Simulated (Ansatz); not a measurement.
A structure drawn as `[CH3][Ga-]([CH3])([CH3])[PH3+]`, with this starting geometry:

```xyz
17

C     1.645    0.967   -0.561
Ga    0.065    0.001    0.059
C    -0.791    1.057    1.481
C     0.632   -1.731    0.849
P    -1.406   -0.319   -1.643
H     2.377    1.165    0.203
H     1.328    1.988   -0.997
H     2.140    0.435   -1.396
H    -1.171    2.058    1.103
H    -1.718    0.511    1.888
H    -0.107    1.213    2.328
H    -0.269   -2.303    1.174
H     1.377   -1.598    1.557
H     1.106   -2.352   -0.055
H    -0.909    0.238   -2.824
H    -1.648   -1.663   -1.844
H    -2.650    0.332   -1.321
```

The species carries charge 0 and has multiplicity 1.

Does it keep its bonds when Ansatz relaxes it at PBE-D4/def2-SVP and then PBE0-D4/def2-TZVP?

Yes, every drawn bond is still there and no new one forms.

Give the relaxed structure. (Estimate.)

Computed: 
Z-matrix (Å, degrees):
```
C
Ga 1 1.992
H 1 1.093 2 112.3
H 1 1.095 2 109.3 3 -118.8
H 1 1.093 2 112.3 3 122.4
C 2 1.992 1 118.5 3 -163.0
C 2 1.992 1 118.5 3 41.3
P 2 2.653 1 97.2 3 -61.0
H 6 1.093 2 112.3 1 163.8
H 6 1.093 2 112.3 1 41.4
H 6 1.095 2 109.3 1 -77.4
H 7 1.093 2 112.3 1 -163.0
H 7 1.095 2 109.3 1 78.2
H 7 1.093 2 112.3 1 -40.6
H 8 1.413 2 120.2 1 0.3
H 8 1.413 2 120.3 1 120.6
H 8 1.412 2 119.8 1 -119.5
```
No frequency check was run.

Atoms count as bonded under 1.1 times the sum of their covalent radii (H–H under 0.85 Å, pairs among N, O and F under 1.55 Å), and a drawn bond as lost past 1.3 times.
